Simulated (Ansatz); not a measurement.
Single points on NbF5⁺.

```yaml
crystal:
  periodic: [false, false, false]
  atoms:
    - {symbol: Nb, position_ang: [-0.178490, -0.006572, 0.140640]}
    - {symbol: F, position_ang: [0.270833, 0.058282, 1.883681]}
    - {symbol: F, position_ang: [0.519918, 0.096737, -1.736969]}
    - {symbol: F, position_ang: [1.756922, -0.094336, -0.227994]}
    - {symbol: F, position_ang: [-1.213851, 1.447053, -0.042856]}
    - {symbol: F, position_ang: [-1.155343, -1.501154, -0.016500]}
basis:
  gaussian: {orbitals: def2-TZVP, initial_orbitals: start.molden}
total_charge: 1
magnetization: {spin_polarized: true, initial_magnetization: 1}
hamiltonian: {xc: pbe, dispersion: d4}
scf: {omitted_lower_state_checks: [starts]}
output: {orbitals: {seedname: orbitals}}
```

The file start.molden holds the orbitals of an earlier run on this structure, at another level or in another basis.

```sh
$ ansatz run in.yaml --threads 2 --pin off --events-out ev --progress --plain --max-ram 32768MiB --backend cpu
```

Output, abridged:

```
Functional definition: PBE
1098 factors; their error is unknown
mean field evaluation 1: about -15125.0561 eV, gradient 9.2e0 eV
mean field evaluation 2: about -15125.3195 eV, gradient 2.5e-1 eV
mean field evaluation 4: about -15125.3151 eV, gradient 7.8e-2 eV
mean field evaluation 8: about -15125.3151 eV, gradient 1.8e-5 eV
mean field -15125.31510986 eV, -555.8450779804 hartree, gradient 1.8e-5 eV, S^2 0.754179; 0 other end points of the search recorded, 0 dependent functions left out
reference -15125.31515548 eV, -555.8450796569 hartree; 29, 28 occupied and 166, 167 virtual orbitals, 1098 factors
Total energy: -15125.41289540 eV, -555.8486715329 hartree
Checks for a lower state left out: starts
```

Run time 3.9 s (2 threads of AMD EPYC 7R13 on a shared host).

First input, but with `hamiltonian: {xc: pbe0, dispersion: d4}` (abridged; 6.5 s):

```
Functional definition: PBE0
mean field -15123.08494199 eV, -555.7631208231 hartree, gradient 2.4e-5 eV, S^2 0.761946
Total energy: -15123.16715978 eV, -555.7661422711 hartree
Checks for a lower state left out: starts
```

Geometry: r2SCAN-D4/def2-SVP.

In the def2 sets Nb takes a core potential; there is no spin–orbit coupling. In the charge 1 doublet, F3 and F4 lie 1.96 Å apart (atoms count from 1), so these atoms are partly bonded to each other.
